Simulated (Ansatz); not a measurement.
Isolated molecules relaxed with PBE0-D4/def2-TZVP in Ansatz; ΔE leaves out vibrations. CCSD(T)/CBS adds triple-zeta CCSD(T) − MP2 to the extrapolated MP2 energy (def2 sets, frozen cores). This one scheme is used for every species. DFT in def2-TZVPP. For Ga outer-core shells are correlated without core-valence functions, which leaves a few kJ/mol of doubt a bond. Scalar relativity is left out up to krypton. Each species was taken in one conformer, which may not be the lowest.

`[AlH2][SiH2][SiH2][GaH2]` + `N[SiH3]` → `[AlH2][NH][SiH3]` + `[SiH3][SiH2][GaH2]`  (cleavage of the Al–Si bond)

CCSD(T)/CBS gives -22.5 kcal/mol.

(1) Another level gave -25.4 kcal/mol. Which?
A. B2PLYP/def2-TZVPP
B. HF/def2-TZVPP
C. r2SCAN0/def2-TZVPP
D. PBE-D4/def2-TZVPP

Largest T1 diagnostic among the species: 0.014.

Results:

(1) B. HF/def2-TZVPP -25.4, B2PLYP -23.6, PBE-D4 -17.9, r2SCAN0 -21.6 kcal/mol.

In def2-TZVPP, CCSD(T) changes the Hartree–Fock value by +2.6 kcal/mol (the triples alone add +0.4 kcal/mol) and MP2 by +1.0 kcal/mol. From PBE to PBE0 (25 % exact exchange), in def2-TZVPP and without D4, ΔE moves by −1.0 kcal/mol. Leaving LDA and LC-ωPBE aside and taking each functional with its dispersion term where it has one, the values, not all of them listed here, spread over 6.2 kcal/mol, from CAM-B3LYP-D4 to PBE-D4. LDA lies −0.9 kcal/mol from PBE without D4.
